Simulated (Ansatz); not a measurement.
C₃H₈AlB, SMILES `B[C]1([AlH2])CC1`, relaxed with RKS PBE0-D4/def2-TZVP in Ansatz 0.2.0 from a PBE-D4/def2-SVP geometry. The force threshold is 0.005 eV/Å; the program also tests the step.

Total charge 0; spin multiplicity 1.

Start:

```xyz
13

B    -1.689    0.222   -0.093
C    -0.159    0.144   -0.210
Al    0.940    1.753   -0.351
C     0.289   -0.894    0.906
C     0.465   -1.229   -0.522
H    -2.361   -0.799   -0.174
H    -2.264    1.273    0.141
H     2.536    1.577   -0.252
H     0.295    3.204   -0.555
H    -0.507   -1.403    1.474
H     1.166   -0.620    1.519
H    -0.203   -1.991   -0.958
H     1.492   -1.238   -0.926
```

Question: By how much does the energy fall, and how many steps does the optimiser take? (Best estimate.)

Answer: Computed: 0.05 eV, in 16 steps, 2 of them rejected.

Question: Which bonds change most? (Best estimate.)

Answer: The calculation gave: C2–Al3 from 1.954 to 1.934 Å; B1–H7 from 1.221 to 1.200 Å; B1–H6 from 1.225 to 1.205 Å; C4–H10 from 1.103 to 1.084 Å.

Question: Give the relaxed structure. (An estimate is asked.)

Answer: Computed: 
```xyz
13

B    -1.695    0.218   -0.103
C    -0.172    0.156   -0.156
Al    0.935    1.732   -0.321
C     0.315   -0.893    0.907
C     0.446   -1.204   -0.514
H    -2.332   -0.805   -0.116
H    -2.290    1.256   -0.007
H     2.513    1.532   -0.226
H     0.315    3.177   -0.536
H    -0.451   -1.401    1.481
H     1.199   -0.631    1.477
H    -0.224   -1.943   -0.938
H     1.441   -1.193   -0.947
```
